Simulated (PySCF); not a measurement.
PySCF 2.14 output of a UHF calculation on a single atom or ion in cc-pVDZ (6s5p3d1f, 43 functions), with no relativity, point nucleus:

```
SCF conv_tol = 1e-09
number electrons alpha = 15  beta = 13
cycle= 1 E= -1506.87619606583  delta_E= -0.00654  |g|= 0.0268  |ddm|= 0.0386
cycle= 2 E= -1506.87630371802  delta_E= -0.000108  |g|= 0.0038  |ddm|= 0.00517
cycle= 3 E= -1506.87630635722  delta_E= -2.64e-06  |g|= 0.00122  |ddm|= 0.00251
cycle= 4 E= -1506.87630668676  delta_E= -3.3e-07  |g|= 0.000323  |ddm|= 0.00106
cycle= 5 E= -1506.87630676693  delta_E= -8.02e-08  |g|= 4.99e-05  |ddm|= 0.000592
cycle= 6 E= -1506.87630676869  delta_E= -1.76e-09  |g|= 9.23e-06  |ddm|= 0.000179
cycle= 7 E= -1506.87630676882  delta_E= -1.22e-10  |g|= 1.94e-06  |ddm|= 7.13e-05
converged SCF energy = -1506.87630676882  <S^2> = 2.0052945  2S+1 = 3.0035276
```

The run itself started from symmetry-adapted Hartree-Fock orbitals and held the occupation by maximum overlap, so the iterations belong to that start.

Task: Which element, charge and spin multiplicity is this?

Result: Ni (nickel, neutral), multiplicity 3; the state was [Ar] 3d8 4s2, high-spin 3F determinant.
